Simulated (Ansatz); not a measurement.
This geometry of B2ClH3S (7 atoms, charge 0, multiplicity 1) is a first-order saddle point.

Method: RKS PBE/6-31G* (Ansatz).

```xyz
7
Properties=species:S:1:pos:R:3
B -0.702 1.186 -0.077
S 0.151 0.314 1.236
B 0.804 -1.058 0.178
Cl -0.130 -2.508 -0.122
H -0.709 0.783 -1.210
H -1.256 2.202 0.248
H 1.902 -0.986 -0.299
```

Task: Which two structures does it join? (They come from a converged band through this point; their orientation in space is the band's.)

Result: No bond is made or broken. The dihedral B1–S2–B3–Cl4 goes from -179 to 0°.

Initial state:

```xyz
7
Properties=species:S:1:pos:R:3
B -0.268 1.451 -0.079
S -0.544 0.037 1.015
B 0.248 -1.316 0.078
Cl 0.227 -2.943 0.736
H 0.320 1.318 -1.117
H -0.704 2.505 0.297
H 0.782 -1.120 -0.976
```

Final state:

```xyz
7
Properties=species:S:1:pos:R:3
B -0.302 1.442 -0.081
S -0.530 0.041 1.041
B 0.218 -1.432 0.255
Cl 1.018 -1.470 -1.304
H 0.256 1.317 -1.135
H -0.745 2.489 0.305
H 0.146 -2.455 0.875
```

Task: How far does it lie above each of them?

Result: 26.6 kJ/mol above the first and 20.9 kJ/mol above the second. This is the barrier of this one path; another mechanism may lie lower.

Run time: 94 s on 1 CPU thread of a shared host.
